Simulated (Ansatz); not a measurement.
Two structures of Si4NH13, singlet, reached by relaxing down either side of one saddle point (PBE0-D4/def2-TZVP). Energies are electronic, without zero-point energy. Computed with Ansatz 0.2.0 (basis: def2-TZVPP and def2-QZVPP); correlated methods freeze the cores. Extrapolation: Hartree–Fock as exp(−7.88 √X), correlation as X^−2.97. First:

```xyz
18
angstrom
Si -0.5378 0.3574 0.3357
Si 0.5878 -1.6315 0.8291
Si -0.4593 0.7832 -1.9589
Si -2.7900 0.1648 0.9401
H 0.0463 1.5154 1.0716
H 3.5502 -0.2146 0.1693
N 2.7567 0.4100 0.0904
H 1.3477 -2.1491 -0.3377
H -0.4295 -2.6713 1.1743
H 1.4801 -1.4873 2.0079
H -1.2914 1.9637 -2.3214
H 0.9305 1.0447 -2.4288
H -0.9789 -0.3979 -2.7010
H -2.9292 -0.1541 2.3880
H -3.5380 1.4230 0.6653
H -3.4233 -0.9334 0.1594
H 2.7824 0.8152 -0.8374
H 2.8960 1.1620 0.7542
```

Second:

Si1  (-0.010, 1.732, -0.028)
Si2  (0.574, -2.938, 0.361)
Si3  (-0.204, 0.905, -2.209)
Si4  (-1.559, 0.706, 1.396)
H5  (-0.377, 3.186, -0.082)
H6  (1.261, -1.623, 0.319)
N7  (1.582, 1.397, 0.553)
H8  (1.494, -4.000, -0.121)
H9  (-0.631, -2.904, -0.506)
H10  (0.167, -3.243, 1.757)
H11  (-1.503, 1.337, -2.793)
H12  (0.894, 1.437, -3.067)
H13  (-0.137, -0.580, -2.237)
H14  (-1.298, 1.083, 2.814)
H15  (-2.935, 1.146, 1.039)
H16  (-1.497, -0.778, 1.296)
H17  (2.382, 1.613, -0.022)
H18  (1.798, 1.524, 1.529)
(Å)

(1) Which bonds change from the first to the second?

(2) Give the saddle point's structure and its height above each. (To be estimated.)

No T1 diagnostic of these runs exceeds 0.015.

Results:

(1) Si₄H₁₀ ([SiH3][SiH]([SiH3])[SiH3]) + NH₃ → Si₃NH₉ ([NH2][SiH]([SiH3])[SiH3]) + SiH₄; bonds formed: Si1–N7, Si2–H6; bonds broken: Si1–Si2, H6–N7.

(2) By the calculation: 1.796 eV above the first and 1.887 eV above the second (CCSD(T) at an estimated basis limit (MP2 extrapolated from triple and quadruple zeta, plus CCSD(T) − MP2 in triple zeta)).
Si1  (-0.144, 1.248, -0.057)
Si2  (0.493, -1.997, 0.239)
Si3  (-0.267, 0.456, -2.246)
Si4  (-1.640, 0.362, 1.486)
H5  (-0.114, 2.751, -0.019)
H6  (1.525, -0.103, 0.568)
N7  (1.600, 0.993, 0.583)
H8  (1.723, -2.805, -0.096)
H9  (-0.499, -2.487, -0.777)
H10  (0.010, -2.635, 1.513)
H11  (-0.593, 1.594, -3.156)
H12  (1.048, -0.094, -2.671)
H13  (-1.334, -0.564, -2.349)
H14  (-0.928, 0.109, 2.767)
H15  (-2.714, 1.364, 1.764)
H16  (-2.261, -0.875, 0.958)
H17  (2.336, 1.334, -0.031)
H18  (1.759, 1.347, 1.523)
(Å)

Labels in which every atom is bracketed show which atoms are joined, not bond orders.

For scale, one of the runs: CCSD(T)/def2-TZVPP, 381 basis functions, launched by `ansatz run in.yaml --threads 2 --pin off --events-out ev --progress --plain --max-ram 32768MiB --backend cuda --devices 0, --max-vram 18GiB`. Hardware: 2 CPU threads of an AMD EPYC 7R13 and a share of one NVIDIA H100, shared host. Wall time 28 s; peak host memory 0.95 GiB.
